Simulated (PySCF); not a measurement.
PySCF 2.14 output of an unrestricted BHandHLYP calculation on a single atom or ion in x2c-TZVPPall, with the spin-free X2C one-electron Hamiltonian (Gaussian nucleus):

```
SCF conv_tol = 1e-09
number electrons alpha = 5  beta = 3
    A. D. Becke.,  J. Chem. Phys. 98, 1372 (1993)
    Defined through Gaussian implementation.
cycle= 1 E= -98.4523772963367  delta_E= -0.00361  |g|= 0.018  |ddm|= 0.0509
cycle= 2 E= -98.4524683595327  delta_E= -9.11e-05  |g|= 0.00658  |ddm|= 0.00962
cycle= 3 E= -98.4524811655164  delta_E= -1.28e-05  |g|= 0.00197  |ddm|= 0.00313
cycle= 4 E= -98.4524826599412  delta_E= -1.49e-06  |g|= 0.000218  |ddm|= 0.00114
cycle= 5 E= -98.4524826876318  delta_E= -2.77e-08  |g|= 4.37e-06  |ddm|= 0.000186
cycle= 6 E= -98.4524826876378  delta_E= -5.93e-12  |g|= 3.27e-07  |ddm|= 2.98e-06
converged SCF energy = -98.4524826876378  <S^2> = 2.0043939  2S+1 = 3.0029279
```

The run itself started from symmetry-adapted Hartree-Fock orbitals and held the occupation by maximum overlap, on a logarithmic radial grid, so the iterations belong to that start.

Problem. Which element, charge and spin multiplicity is this?

Solution. F⁺ (fluorine, charge +1), multiplicity 3; the state was [He] 2s1 2p5, high-spin 3P determinant (an excited configuration).
